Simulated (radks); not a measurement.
Species: the europium ion Eu+. Configuration: [Xe] 4f7 6s1 (the NIST ground configuration).

Method: scalar-relativistic Kohn-Sham, BLYP, spin-polarised, spherical densities, finite nucleus; open shells are filled with parallel spins first (spin-orbit coupling, left out, can overturn this in heavy ions); Fermi nuclear charge, rms radius 5.1115 fm; computed with a radial shooting solver on a logarithmic mesh with Libxc functionals.

Energy parts (eV):
| part | energy |
|---|---|
| total | -295085.61 |
| kinetic | 316102.87 |
| electron-nucleus | -718872.71 |
| Hartree | 114297.40 |
| exchange-correlation | -6613.16 |

Orbitals (lengths in bohr, moments of r in powers of bohr; <r^-3> diverges for s and p1/2):
| orbital | occ. | eigenvalue (eV) | <r^-3> | <r> | <r^2> | <r^4> |
|---|---|---|---|---|---|---|
| 1s up | 1 | -48373.50 | - | 0.02232 | 0.0006793 | 1.225e-06 |
| 1s down | 1 | -48373.49 | - | 0.02232 | 0.0006793 | 1.225e-06 |
| 2s up | 1 | -7947.793 | - | 0.09512 | 0.01068 | 0.0001961 |
| 2s down | 1 | -7947.746 | - | 0.09511 | 0.01068 | 0.0001960 |
| 2p up | 3 | -7082.742 | 10780 | 0.08389 | 0.008590 | 0.0001459 |
| 2p down | 3 | -7082.707 | 10780 | 0.08388 | 0.008589 | 0.0001459 |
| 3s up | 1 | -1753.302 | - | 0.2497 | 0.07123 | 0.007658 |
| 3s down | 1 | -1751.034 | - | 0.2495 | 0.07111 | 0.007631 |
| 3p up | 3 | -1484.042 | 2244 | 0.2482 | 0.07136 | 0.008020 |
| 3p down | 3 | -1481.786 | 2249 | 0.2479 | 0.07122 | 0.007986 |
| 3d up | 5 | -1123.539 | 303.7 | 0.2261 | 0.06010 | 0.006441 |
| 3d down | 5 | -1121.799 | 304.5 | 0.2258 | 0.05993 | 0.006400 |
| 4s up | 1 | -354.1456 | - | 0.5663 | 0.3619 | 0.1906 |
| 4s down | 1 | -348.5471 | - | 0.5662 | 0.3619 | 0.1907 |
| 4p up | 3 | -265.5859 | 497.2 | 0.5997 | 0.4090 | 0.2505 |
| 4p down | 3 | -260.0214 | 496.5 | 0.5998 | 0.4092 | 0.2511 |
| 4d up | 5 | -142.1928 | 55.92 | 0.6544 | 0.4971 | 0.4036 |
| 4d down | 5 | -136.6979 | 55.74 | 0.6554 | 0.4991 | 0.4088 |
| 4f up | 7 | -10.0385 | 6.914 | 0.9491 | 1.228 | 5.057 |
| 4f down | 0 | -5.3881 | 6.347 | 1.063 | 1.676 | 13.00 |
| 5s up | 1 | -51.6343 | - | 1.373 | 2.123 | 6.726 |
| 5s down | 1 | -48.6049 | - | 1.396 | 2.196 | 7.229 |
| 5p up | 3 | -30.4870 | 66.09 | 1.618 | 2.979 | 13.97 |
| 5p down | 3 | -28.1958 | 61.44 | 1.655 | 3.122 | 15.44 |
| 5d up | 0 | -7.4082 | 2.653 | 2.794 | 9.339 | 166.0 |
| 5d down | 0 | -6.3448 | 2.279 | 2.930 | 10.30 | 204.7 |
| 6s up | 1 | -8.8509 | - | 3.791 | 16.13 | 387.3 |
| 6p up | 0 | -5.5161 | 6.292 | 4.822 | 26.19 | 1036 |

The highest occupied level is 6s up at -8.851 eV. Spin moment in Bohr magnetons: 8. For comparison, the ionisation energy in NIST's Atomic Spectra Database is 11.24 eV (semi-empirical). In exact Kohn-Sham theory the highest level is minus the ionisation energy, but local and semilocal functionals leave it too shallow, through self-interaction and a potential that decays too fast; potentials with the right tail come closer. The spin density at the nucleus is 30.68 e/bohr^3 (1s 0.11, 2s -0.75, 3s -13.36, 4s 1.19, 5s 13.46, 6s 30.03). The density falls to 0.001 e/bohr^3 at r = 4.48 bohr. The electron density at the nucleus is 6.06e+05 e/bohr^3 (large components only). Summed over all electrons, <r^2> = 56.75 bohr^2, which gives a Langevin (diamagnetic) susceptibility term of -44.9 x 10^-6 cm^3/mol.
